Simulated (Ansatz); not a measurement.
CH₅Si, doublet, geometry from GFN2-xTB. Base run: B3LYP/3-21G run with Ansatz (a first-principles code).

The Ansatz input:
Ansatz 0.2 input:
```yaml
crystal:
  periodic: [false, false, false]
  atoms:
    - {symbol: C, position_ang: [-0.01711389, 0.13861103, -1.25945287]}
    - {symbol: Si, position_ang: [0.00774095, -0.06609183, 0.57241213]}
    - {symbol: H, position_ang: [-0.92959358, 0.22915764, -1.82227983]}
    - {symbol: H, position_ang: [0.88009381, 0.20740535, -1.84926448]}
    - {symbol: H, position_ang: [0.03350168, 1.24334789, 1.24448153]}
    - {symbol: H, position_ang: [-1.19792114, -0.77868484, 1.00294438]}
    - {symbol: H, position_ang: [1.20822931, -0.80760657, 0.96706573]}
basis:
  gaussian:
    orbitals: 3-21G.json
hamiltonian:
  xc: b3lyp
magnetization: {spin_polarized: true, initial_magnetization: 1}
```
The basis file holds 3-21G in the JSON format of the Basis Set Exchange.

Each row names what was changed in the base input (with any setting that the change needs).

```
change                                                          ΔE vs base (mEh)
--------------------------------------------------------------  ----------------
base                                                                       0.000
final_grid = 4, 8, 17                                                      0.031
final_grid = 10, 20, 41                                                    0.000
fitting.mean_field = def2-universal-JKFIT                                 -0.116
final_grid = 14, 28, 59                                                    0.000
point_charge = charge:-1.0 position_ang:1.6172, 3.1022, 3.3041            -1.145
point_charge = charge:1.0 position_ang:-3.0798, 2.2061, 2.9812            -3.460
lower_state_search = off                                                   0.000
fitting.mean_field = cc-pVTZ-JKFIT                                        -0.148
lower_state_search = light                                                 0.000
point_charge = charge:0.5 position_ang:2.5142, 2.6507, -3.4635             0.596
```
